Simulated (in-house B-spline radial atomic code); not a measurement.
The numbers below are computed, except where a source is named.
Making a Troullier-Martins p channel for Mn, r_c = 0.95 bohr

Mn, [Ar] 3d5 4s2, non-relativistic LDA (VWN5), spherical and spin-unpolarised, from a B-spline radial code for spherical atoms (atomic units). The all-electron 3p level is ε = -1.991451 hartree, its outermost node lies just inside 0.32 bohr and its outer maximum at 0.75 bohr.

Inside r_c the pseudo-orbital is u(r) = r^2 exp(p(r)), with p = c0 + c2 r² + c4 r⁴ + … + c12 r¹². The seven coefficients follow from p and its first four derivatives at r_c, from zero curvature of the screened potential at the origin, c4 = −c2²/(2l + 5), and from the norm inside r_c. At r_c the all-electron orbital has P = 1.027907, P' = -0.8730652, the screened potential V = -4.173008, V' = 9.963092, V'' = -32.63449, and the norm inside is Q = 0.6005047.

(1) What are p, p' and p'' at r_c?

For a trial c2 the five matching conditions are linear in c0, c6, c8, c10 and c12, and c2 is varied until the norm inside r_c equals Q. The root nearest zero gives:

```tsv
n	c_n
0	1.590702
2	-1.321196
4	-0.2493655
6	-1.76256
8	3.64026
10	-2.5535
12	0.637342
```

(2) Check c4 and p(r_c), and find the screened pseudopotential at the origin.

Orbitals and screened potentials:

```csv
r (bohr),P,u,V all-electron,V pseudo
0.095,-0.4837,0.04376,-192.3,-8.601
0.238,-0.3701,0.2576,-53.92,-8.71
0.38,0.3273,0.5802,-25.54,-9.06
0.522,0.8582,0.8984,-14.53,-9.241
0.665,1.097,1.094,-9.057,-8.295
0.808,1.12,1.119,-5.99,-6.101
0.95,1.028,1.028,-4.173,-4.173
```

Logarithmic derivatives P'/P at R = 1.25 bohr, for energies E around ε:

```json
{"E − ε (hartree)": "-0.5", "all-electron": "-0.191828", "pseudo": "-0.192769"}
{"E − ε (hartree)": "-0.25", "all-electron": "-0.71205", "pseudo": "-0.712381"}
{"E − ε (hartree)": "-0.1", "all-electron": "-1.09728", "pseudo": "-1.09735"}
{"E − ε (hartree)": "0", "all-electron": "-1.39555", "pseudo": "-1.39555"}
{"E − ε (hartree)": "0.1", "all-electron": "-1.73604", "pseudo": "-1.73613"}
{"E − ε (hartree)": "0.25", "all-electron": "-2.35042", "pseudo": "-2.3512"}
{"E − ε (hartree)": "0.5", "all-electron": "-3.80825", "pseudo": "-3.81369"}
```

(3) With P(R) = 0.7247653 and a norm of 0.8348063 inside R, what slope in energy does norm conservation fix?

Results:

(1) p = ln(P/r_c^2) = ln(1.027907/0.9025) = 0.13011. p' = P'/P − 2/r_c = -0.84936 − 2.10526 = -2.95463. The radial equation gives p'' = 2(V − ε) − 2(2) p'/r_c − p'² = -4.36311 − (-12.44053) − 8.72981 = -0.65240. Differentiating, p''' = 2V' + 2(2)p'/r_c² − 2(2)p''/r_c − 2p'p'' = 5.7226, and p'''' = 2V'' − 4(2)p'/r_c³ + 4(2)p''/r_c² − 2(2)p'''/r_c − 2p''² − 2p'p''' = -34.613.

(2) −c2²/7 = -0.249366, as listed. The terms c_n r_c^n are 1.59070, -1.19238, -0.20311, -1.29564, 2.41502, -1.52887, 0.34439, which sum to 0.13011. Inverting the radial equation, V_l(r) = ε + 2 p'/r + (p'' + p'²)/2, so V_l(0) = ε + (2l + 3) c2 = -1.991451 + 5 × (-1.3212) = -8.5974 hartree, finite where the all-electron potential diverges.

(3) d(P'/P)/dE = −2 × (norm inside R)/P(R)² = -3.1785 per hartree·bohr at E = ε, for both atoms, since orbital and norm agree at R. Differences over ±0.1 hartree give -3.1938 (all-electron) and -3.1939 (pseudo), which also hold third-order terms. Half a hartree below ε the two curves differ by -0.0009.
